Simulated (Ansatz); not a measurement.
H₄F₃NSi₂ (SMILES N[SiH2][Si](F)(F)F), singlet, at a GFN2-xTB geometry, with bond 4-1 at 1.8 times its length; Ansatz (a first-principles code) with SC-NEVPT2/STO-3G, CASSCF(2,3).

Here is a job for Ansatz.
Ansatz 0.2 input:
```yaml
crystal:
  periodic: [false, false, false]
  atoms:
    - {symbol: Si, position_ang: [0.70240638, 0.12937538, 0.06100956]}
    - {symbol: F, position_ang: [1.20800721, -0.52477995, 1.42785088]}
    - {symbol: F, position_ang: [0.89183954, 1.68093884, 0.39051302]}
    - {symbol: F, position_ang: [2.93226105, -0.36711630, -1.67432571]}
    - {symbol: Si, position_ang: [-1.34083950, -0.53280389, -0.72424374]}
    - {symbol: N, position_ang: [-2.66572009, -0.22837541, 0.32687766]}
    - {symbol: H, position_ang: [-1.65830529, 0.19574573, -1.95618173]}
    - {symbol: H, position_ang: [-1.34583558, -1.98417455, -0.93097676]}
    - {symbol: H, position_ang: [-2.77761435, -0.76591859, 1.17121490]}
    - {symbol: H, position_ang: [-2.98969199, 0.71362436, 0.47539369]}
basis:
  gaussian:
    orbitals: STO-3G
magnetization: {spin_polarized: false}
correlation: {method: sc_nevpt2, electrons: all, active_space: {window: {electrons: 2, orbitals: 3}}}
```

What the program printed (banner, timings and long lists left out):

```
Functional definition: HF
520 factors; integrals over basis functions are off by at most 3.8e-5 eV
mean field evaluation 1: about -25057.9296 eV, gradient 3.2e1 eV
mean field evaluation 2: about -25058.0161 eV, gradient 3.2e1 eV
mean field evaluation 4: about -25065.0871 eV, gradient 1.2e1 eV
mean field evaluation 8: about -25066.8029 eV, gradient 9.6e-2 eV
mean field evaluation 16: about -25062.3144 eV, gradient 6.5e0 eV
mean field evaluation 32: about -25065.9128 eV, gradient 8.0e0 eV
mean field -25066.79569674 eV, -921.1877509710 hartree, gradient 2.6e-6 eV, S^2 0.000000; 1 other end points of the search recorded, 0 dependent functions left out; unrestricted orbitals would lower it
reference -25066.79569674 eV, -921.1877509710 hartree; 33, 33 occupied and 9, 9 virtual orbitals, 520 factors
state -25071.27532882 eV, -921.3523744132 hartree
state -25071.27532882 eV, -921.3523744132 hartree; corrected -25075.11286643 eV, -921.4934013194 hartree
WARN: 1 active orbitals are nearly empty or full. The corrections depend on them more than the energy does, and are more stable in an active space without them
Total energy: -25075.11286643 eV, -921.4934013194 hartree
```
